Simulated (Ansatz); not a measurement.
Reaction (substitution at a C–C bond): `C[CH](C)[Ga]([OH])[OH]` + `[BH2][AlH][OH]` → `[BH2][AlH][O]C` + `C[CH2][Ga]([OH])[OH]`

Gas-phase electronic energies from Ansatz, PBE0-D4/def2-TZVP geometries. CBS: MP2 limit from def2 TZ/QZ plus the TZ coupled-cluster correction, frozen cores. Functionals use def2-TZVPP. B3LYP here is the variant with VWN-RPA as its local correlation; programs differ in this. For Ga outer-core shells are correlated without core-valence functions, which leaves a few kJ/mol of doubt a bond. Scalar relativity is left out up to krypton. One conformer a species, not always the lowest.

`C[CH](C)[Ga]([OH])[OH]`:

Z-matrix (Å, degrees):
```
C
C 1 1.526
H 1 1.096 2 110.5
H 1 1.094 2 111.6 3 -119.0
H 1 1.092 2 112.1 3 120.4
C 2 1.524 1 112.0 3 58.6
Ga 2 1.970 1 110.9 3 -174.9
H 2 1.097 1 108.1 3 -60.9
H 6 1.094 2 111.7 1 62.3
H 6 1.096 2 110.7 1 -56.8
H 6 1.093 2 112.4 1 -176.7
O 7 1.785 2 121.3 1 43.5
O 7 1.794 2 127.4 1 -136.2
H 12 0.960 7 112.5 2 -180.0
H 13 0.959 7 114.8 2 0.5
```

`[BH2][AlH][OH]`:

Z-matrix (Å, degrees):
```
B
Al 1 2.121
H 1 1.199 2 122.7
H 1 1.199 2 122.7 3 -178.8
O 2 1.703 1 116.4 3 -90.7
H 2 1.595 1 125.1 3 89.3
H 5 0.956 2 123.0 1 179.9
```

`[BH2][AlH][O]C`:

```xyz
10

B    -0.336   -1.089   -1.783
Al   -1.306   -0.121   -0.153
O    -0.398    0.634    1.061
C     0.966    0.806    1.294
H    -0.037   -2.251   -1.766
H    -0.064   -0.526   -2.807
H    -2.878   -0.035    0.046
H     1.211    1.873    1.344
H     1.248    0.354    2.251
H     1.594    0.355    0.513
```

`C[CH2][Ga]([OH])[OH]`:

```xyz
12

C     1.377    0.746    0.994
C    -0.078    0.914    0.572
Ga   -0.748   -0.497   -0.600
O     0.319   -1.846   -1.105
O    -2.433   -0.500   -1.210
H     1.695    1.564    1.647
H     2.049    0.731    0.134
H     1.536   -0.188    1.536
H    -0.231    1.863    0.049
H    -0.741    0.949    1.442
H    -0.085   -2.498   -1.681
H    -2.660   -1.237   -1.779
```

```json
{"level": "PBE-D4", "ΔE (kJ/mol)": "53.4", "difference from CCSD(T)/CBS": "-7.5"}
{"level": "r2SCAN-D4", "ΔE (kJ/mol)": "54.0", "difference from CCSD(T)/CBS": "-6.9"}
{"level": "PBE0-D4", "ΔE (kJ/mol)": "54.7", "difference from CCSD(T)/CBS": "-6.2"}
{"level": "B3LYP-D4", "ΔE (kJ/mol)": "49.5", "difference from CCSD(T)/CBS": "-11.4"}
{"level": "ωB97X-V", "ΔE (kJ/mol)": "51.9", "difference from CCSD(T)/CBS": "-9.0"}
{"level": "B2PLYP", "ΔE (kJ/mol)": "51.3", "difference from CCSD(T)/CBS": "-9.6"}
{"level": "PBE", "ΔE (kJ/mol)": "50.1", "difference from CCSD(T)/CBS": "-10.8"}
{"level": "r2SCAN", "ΔE (kJ/mol)": "53.1", "difference from CCSD(T)/CBS": "-7.8"}
{"level": "B3LYP", "ΔE (kJ/mol)": "44.4", "difference from CCSD(T)/CBS": "-16.5"}
{"level": "HF/def2-TZVPP", "ΔE (kJ/mol)": "39.4", "difference from CCSD(T)/CBS": "-21.5"}
{"level": "MP2/def2-TZVPP", "ΔE (kJ/mol)": "65.0", "difference from CCSD(T)/CBS": "4.1"}
{"level": "CCSD/def2-TZVPP", "ΔE (kJ/mol)": "56.4", "difference from CCSD(T)/CBS": "-4.5"}
{"level": "HF/def2-QZVPP", "ΔE (kJ/mol)": "38.9", "difference from CCSD(T)/CBS": "-22.0"}
{"level": "MP2/def2-QZVPP", "ΔE (kJ/mol)": "66.3", "difference from CCSD(T)/CBS": "5.4"}
{"level": "HF/CBS(def2)", "ΔE (kJ/mol)": "38.8", "difference from CCSD(T)/CBS": "-22.1"}
{"level": "MP2/CBS(def2)", "ΔE (kJ/mol)": "67.6", "difference from CCSD(T)/CBS": "6.7"}
{"level": "CCSD(T)/CBS", "ΔE (kJ/mol)": "60.9", "difference from CCSD(T)/CBS": "0"}
```

Largest T1 diagnostic among the species: 0.013.

In def2-TZVPP, CCSD(T) changes the Hartree–Fock value by +18.9 kJ/mol (the triples alone add +1.9 kJ/mol) and MP2 by +25.6 kJ/mol. The D4 term adds +5.1 kJ/mol with B3LYP and +2.8 kJ/mol with PBE0; it sums over pairs of atoms, weighted by their polarisabilities, and B3LYP, whose exchange is more repulsive, gets the larger term.

CCSD(T)/CBS has its own doubt, a few kJ/mol and more with outer-core shells, so smaller differences from it don't rank the levels.
